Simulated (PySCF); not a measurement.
HBF₂O, singlet, at a GFN2-xTB geometry. Base run: PBE/6-31G, polarisability (PySCF).

Input for PySCF:
```python
from pyscf import gto, scf, dft
from pyscf.prop import polarizability

mol = gto.M(
    atom='''
B    -0.023498    0.002050    0.007191
F     1.271592   -0.228069   -0.172266
F    -0.540683   -0.468049    1.119545
O    -0.765341    0.659304   -0.863010
H    -0.337972    0.980372   -1.657393
''',
    basis='6-31g',
    charge=0,
    spin=0,
    verbose=3,
)

mf = dft.RKS(mol)
mf.xc = 'pbe'
mf.kernel()
alpha = mf.Polarizability().polarizability()[2, 2]
print('alpha_zz =', alpha)
```

Variants of this job, named by their change:

```csv
change,alpha_zz (bohr³),basis functions
base,15.24,38
basis = 6-31G*,16.46,58
finite field (a.u.) = 0.001; conv_tol = 1e-6,15.18,38
basis = cc-pVTZ,19.51,134
finite field (a.u.) = 0.001; conv_tol = 1e-11,15.24,38
finite field (a.u.) = 0.005; conv_tol = 1e-11,15.24,38
basis = STO-3G,11.01,21
functional = pbe0,14.24,38
basis = def2-SVPD,22.26,97
basis = 6-31+G*,19.80,74
basis = cc-pVDZ,16.86,61
"functional = lda,vwn",15.18,38
```

Finite-field rows take the second difference of the energy in a field along z; a small field with loose convergence shows SCF noise divided by the square of the field, and a large one adds hyperpolarisability.
